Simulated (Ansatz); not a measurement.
A family of molecules: the HOMO–LUMO gap

One atom is swapped for its congeners: BH(SH)2; AlH(SH)2; GaH(SH)2; InH(SH)2. All are singlets with charge 0.

Shapes, held fixed at every level: PBE0-D4/def2-TZVP. Flexible molecules stand in one conformer, not always the lowest. Programs: Ansatz 0.2.0. Values in eV.

```tsv
level	BH(SH)2	AlH(SH)2	InH(SH)2
SPW92/def2-TZVPP	4.50	4.57	3.97
PBE-D4/def2-TZVPP	4.60	4.67	4.11
r2SCAN-D4/def2-TZVPP	5.13	5.25	4.60
B3LYP-D4/def2-TZVPP	6.23	6.15	5.47
BHLYP-D4/def2-TZVPP	8.69	8.40	7.65
wB97X-V/def2-TZVPP	11.07	10.81	10.05
```

Task: Estimate the column for GaH(SH)2 from its neighbours.

Result: The mean of the neighbours at wB97X-V/def2-TZVPP is 10.43 eV, against 10.62 from the run: the member lies nearer Al. All rows: SPW92/def2-TZVPP 4.33; PBE-D4/def2-TZVPP 4.46; r2SCAN-D4/def2-TZVPP 4.97; B3LYP-D4/def2-TZVPP 5.91; BHLYP-D4/def2-TZVPP 8.20; wB97X-V/def2-TZVPP 10.62 eV. At wB97X-V/def2-TZVPP the HOMO–LUMO gap falls at every step, from 11.07 to 10.05 eV. 3 of 6 levels show this order throughout; 3 agree on the largest and the smallest. For atoms past krypton def2 sets carry core potentials with scalar relativity. Relativity is left out for Ga unless named. Orbital gaps aren't excitation energies, and the LUMO depends on the basis.
